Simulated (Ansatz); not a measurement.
Compare A (`COC([SiH3])=S`) with its isomer B (`[SiH3]C1(S)CO1`).

Computed with Ansatz on PBE0-D4/def2-TZVP structures; ΔE is electronic, products minus reactants. CCSD(T)/CBS is the MP2 limit (def2-TZVPP, def2-QZVPP) plus CCSD(T) − MP2 in def2-TZVPP, frozen cores. Functionals use def2-TZVPP. B3LYP here is the variant with VWN-RPA as its local correlation; programs differ in this. One conformer a species, not always the lowest.

Problem. Which is lower in electronic energy at CCSD(T)/CBS, and by how much? (An estimate is asked.)

Solution. Computed: A, by 49.9 kJ/mol.

Problem. Give E(B) − E(A) in kJ/mol with LDA (SPW92), CCSD(T)/def2-TZVPP, HF/def2-TZVPP, B3LYP-D4, PBE-D4, r2SCAN-D4, B3LYP. (Best estimate.)

Solution. Ansatz gave: LDA (SPW92) 49.2, CCSD(T)/def2-TZVPP 51.0, HF/def2-TZVPP 56.5, B3LYP-D4 62.9, PBE-D4 52.8, r2SCAN-D4 54.3, B3LYP 64.1. None reverses the order clearly.

Problem. Does the order hold for the free energy at 298.15 K (harmonic terms from PBE0-D4)? (Estimate.)

Solution. The calculation gave: Yes: G(B) − G(A) = +44.9 kJ/mol, for one conformer each. Modes under 60 cm⁻¹, often nearly free rotors, make the harmonic entropy too high.

Largest T1 diagnostic: 0.017.

From PBE to PBE0 (25 % exact exchange), in def2-TZVPP and without D4, E(B) − E(A) moves by −8.8 kJ/mol. At CCSD(T), def2-SVP lies +6.6 kJ/mol from the extrapolated value and def2-TZVPP +1.2 kJ/mol.
